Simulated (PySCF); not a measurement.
Isomers C₇H₁₂BN:

A. SMILES c1([BH2-][NH2+]C)ccccc1
B. `C1CC[C@@H](C)B(C#N)C1`
C. `CC(C)N1BC=CC=C1`

Spectrum 1. 1H NMR (400 MHz, computed): δ 1.94 (m, 1H), 1.84 (m, 1H), 1.82 (m, 1H), 1.82 (m, 1H), 1.40 (m, 1H), 1.34 (d, 3H), 1.28 (m, 1H), 1.15 (m, 1H), 0.80 (m, 1H), 0.47 (m, 1H). 13C{1H} NMR (computed): δ 131.2 (C), 39.1 (CH), 34.1 (CH2), 30.0 (CH2), 29.2 (CH2), 24.9 (CH2), 18.6 (CH3).

Spectrum 2. 1H NMR (400 MHz, computed): δ 7.61 (d, 2H), 7.36 (m, 2H), 7.27 (m, 1H), 2.89 (br, 2H), 2.56 (br s, 2H), 2.17 (s, 3H). 13C{1H} NMR (computed): δ 155.4 (C), 141.8 (CH), 133.1 (CH), 131.5 (CH), 31.1 (CH3).

Spectrum 3. 1H NMR (400 MHz, computed): δ 7.71 (m, 1H), 7.35 (d, 1H), 7.21 (m, 1H), 6.56 (m, 1H), 5.39 (br, 1H), 4.09 (sept, 1H), 1.37 (d, 6H). 13C{1H} NMR (computed): δ 149.5 (CH), 139.2 (CH), 138.8 (CH), 117.4 (CH), 59.2 (CH), 25.7 (CH3).

Method: shielding tensors at PBE0/pcSseg-1 (GIAO), PBE0-D3(BJ)/def2-SVP structure, in PySCF 2.14 (in vacuum, one conformer, non-relativistic, averaged over atoms made equivalent by symmetry, fast rotation or ring inversion).

Chemical shifts δ = σref − σ; TMS for 1H, 13C, all at this level. Where no couplings were computed, multiplicities follow the n + 1 count of equivalent neighbours, and m marks all less simple cases (inequivalent or close neighbours, rings, F or P nearby). Couplings to H on boron are left out. Carbons bonded to boron are broad in practice. Shifts are as computed. Against solution values, carbons near 30 ppm lie about +2 ppm off and those near 130 ppm about +5 ppm. Of 1309 compounds with measured shifts, 239 miss one by over three times the rms of a fit or turn the order of signals round; such compounds aren't used in these exercises. OH and NH positions are gas-phase values without hydrogen bonding to other molecules.

Question: Which spectrum belongs to which compound?

Answer: 1–B, 2–A, 3–C.

- Spectrum 1 (B): 7 13C signals; δC 131.2 is a nitrile carbon; δC 34.1 is an sp3 CH2 in a ring.
- Spectrum 2 (A): 5 13C signals; δC 133.1 is an aromatic CH; δC 131.5 is an aromatic CH.
- Spectrum 3 (C): 6 13C signals; δC 149.5 is an alkene CH; δC 139.2 is an alkene CH.
